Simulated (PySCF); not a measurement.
Two species compared at the same levels of theory.

First species: C7H8O2.
Z-matrix (Å and degrees, GFN2-xTB geometry), rows numbered from 1:
```
C 
C   1  1.5306
C   2  1.4981  1  110.37
C   3  1.3555  2  124.81  1  -108.80
C   4  1.4197  3  118.60  2   178.76
C   5  1.3526  4  119.92  3    -0.54
C   6  1.4448  5  120.99  4     0.31
O   7  1.2051  6  126.70  5  -179.85
O   3  1.3373  2  113.31  1    69.95
H   1  1.0877  2  110.52  3    61.63
H   1  1.0865  2  110.11  3  -178.30
H   1  1.0867  2  109.99  3   -58.49
H   2  1.0899  1  110.30  3  -121.08
H   2  1.0917  1  108.98  3   119.32
H   4  1.0760  3  120.69  2    -1.34
H   5  1.0802  4  119.14  3   179.53
H   6  1.0775  5  122.79  4  -179.84
```

Second species: CH10O2SSi3.
Numbering: `[OH:1][Si@@H:2]([CH2:3][O:4][SiH3:5])[SiH2:6][SH:7]` (hydrogens: H8 on O1; H9 on Si2; H10, H11 on C3; H12, H13, H14 on Si5; H15, H16 on Si6; H17 on S7)

Levels: B3LYP/def2-SVPD for HOMO energy, LUMO energy, HOMO–LUMO gap and static isotropic polarisability; TDDFT B3LYP/def2-SVPD for lowest singlet excitation; TDA B3LYP/def2-SVPD for lowest triplet excitation (Tamm–Dancoff). Geometries: GFN2-xTB. Each species is one conformer at its optimised geometry, gas phase, non-relativistic unless stated; the electronic structure was computed with PySCF and density fitting.

The conformers computed, where there is a choice (atom-mapped SMILES and torsion angles):
- `[CH3:1][CH2:2][c:3]1[cH:4][cH:5][cH:6][c:7](=[O:8])[o:9]1`: C1–C2–C3–C4 -109°

The conformers of `O[Si@@H](CO[SiH3])[SiH2]S` aren't listed.

```
                                property  column X  column Y
                             HOMO energy  -6.65 eV  -6.93 eV
                             LUMO energy  -1.91 eV  -0.93 eV
                           HOMO–LUMO gap   4.74 eV   6.00 eV
               lowest singlet excitation   4.37 eV   5.09 eV
lowest triplet excitation (Tamm–Dancoff)   2.87 eV   4.78 eV
         static isotropic polarisability   90.7 au  124.0 au
```

(1) Which column belongs to which species?

(2) How does each property change from the first species to the second?

Results:

(1) Column X is the first species and column Y the second. The first has 17 atoms and 66 electrons, the second 17 and 90.

(2) HOMO energy -0.28 eV; LUMO energy +0.98 eV; HOMO–LUMO gap +1.26 eV; lowest singlet excitation +0.72 eV; lowest triplet excitation (Tamm–Dancoff) +1.91 eV; static isotropic polarisability +33.3 au.

On the first: The vertical singlet–triplet gap S1 − T1 is 1.50 eV (TDDFT singlet less Tamm–Dancoff triplet; S1: HOMO→LUMO, weight 0.97; T1: HOMO→LUMO, weight 0.97). The polarisability is 13.44 Å³ as a volume (1 au = 0.148185 Å³), or 1.37 au for each of the 66 electrons.

On the second: In wavenumbers S1 is 41100 cm⁻¹ (1 eV = 8065.54 cm⁻¹). The polarisability is 18.38 Å³ as a volume (1 au = 0.148185 Å³), or 1.38 au for each of the 90 electrons.
